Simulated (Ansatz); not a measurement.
Pulling on the C4–H7 bond in C2H6Zn (SMILES C[CH2][ZnH]) (multiplicity 1 held, fragments rigid). Energies count from the point at 1.092 Å.
Geometry at that point (charge 0, multiplicity 1):
```xyz
9

Zn    -0.10398     0.14811     0.83353
H     -0.34503     0.86439     2.18452
C      0.20221    -0.76014    -0.88504
C      0.18422     0.15106    -2.12118
H     -0.55495    -1.54400    -0.98684
H      1.16179    -1.28259    -0.81913
H      0.95367     0.92470    -2.06785
H     -0.77469     0.66152    -2.23669
H      0.36009    -0.41279    -3.04266
```

R- and RO- levels are restricted; in cc, def2 and unpolarised 6-31G sets they are followed outwards from rest. Unrestricted levels (U-) break spin symmetry where that is lower. Active spaces are followed from a long bond inwards. Curves can end on different states.

Frozen-core correlation.

Codes used: Ansatz (Gaussian basis) for Hartree–Fock, density functionals and correlated methods. Values without a source in brackets are computed.

Energies in kJ/mol.

```tsv
R (Å)	R-MP2/def2-SVP	U-MP2/def2-SVP	U-CCSD/def2-SVP	CASSCF(2,2)/def2-SVP	FIC-NEVPT4(SD) on CASSCF(2,2)/def2-SVP	FIC-MRCISD+Q on CASSCF(2,2)/def2-SVP
0.874	135	135	136	142	137	136
0.983	29	29	29	33	30	30
1.092	0	0	0	0	0	0
1.202	14	14	13	9	12	12
1.311	50	50	47	39	46	46
1.475	122	122	116	99	113	114
1.639	199	199	188	163	183	184
1.912	317	352	297	256	284	285
2.185	414	414	379	324	357	358
2.513	502	441	432	373	411	411
2.950	580	453	452	402	443	444
3.496	623	456	457	413	455	456
```

Doubts at one or more of the structures used: a restricted determinant that unrestricted orbitals would lower (R-MP2/def2-SVP); a spin-contaminated determinant (U-MP2/def2-SVP, U-CCSD/def2-SVP); T1 above 0.05 (U-CCSD/def2-SVP).

Ansatz is an electronic-structure program.
